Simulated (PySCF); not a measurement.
Species: C₇H₁₁N.
Atom-mapped SMILES: `[H]/[N:4]=[CH:3]/[C:2](=[CH2:1])/[CH:5]=[CH:6]/[CH2:7][CH3:8]` (hydrogens: H9, H10 on C1; H11 on C3; H12 on N4; H13 on C5; H14 on C6; H15, H16 on C7; H17, H18, H19 on C8)

The geometry is computed with GFN2-xTB (gas phase).

Task: Give the optimised bond lengths and angles.

Result: 
| bond | length (Å) |
| --- | --- |
| C1=C2 | 1.340 |
| C2–C3 | 1.467 |
| C3=N4 | 1.260 |
| C2–C5 | 1.457 |
| C5=C6 | 1.331 |
| C6–C7 | 1.494 |
| C7–C8 | 1.530 |
| C1–H9 | 1.077 |
| C1–H10 | 1.075 |
| C3–H11 | 1.099 |
| N4–H12 | 1.018 |
| C5–H13 | 1.084 |
| C6–H14 | 1.082 |
| C7–H15, C7–H16 | 1.093 |
| C8–H17, C8–H18, C8–H19 | 1.088 |

Bonds in one row agree within 0.01 Å and their mean is given. A selection of angles:
| angle | degrees |
| --- | --- |
| C1–C2–C3 | 119.4 |
| C1–C2–C5 | 121.0 |
| C3–C2–C5 | 119.6 |
| C2–C3–N4 | 120.9 |
| C2–C5–C6 | 126.8 |
| C5–C6–C7 | 124.1 |
| C6–C7–C8 | 111.0 |
| H12–N4–C3 | 115.4 |

Dihedral angles: C1–C2–C3–N4 -21° (synperiplanar); C1–C2–C5–C6 167° (antiperiplanar); C2–C5–C6–C7 180° (antiperiplanar); C5–C6–C7–C8 -118° (anticlinal); H12–N4–C3–C2 179° (antiperiplanar). The mirror-image conformer, all signs reversed, is as good.

Of the pairs four or more bonds apart, H11···H14 is among the closest relative to their van der Waals radii: 2.18 Å, 91 % of the sum of Bondi's values. N4 (imine nitrogen) is bent (angle 115.4°). The C–C distances run from 1.331 Å (C5=C6, drawn double) to 1.530 Å (C7–C8, drawn single), a spread of 0.199 Å.

Point group: C1 (no symmetry element, even within 0.4 Å). GFN2-xTB frequencies: not computed here. The numbers are those of one conformer.
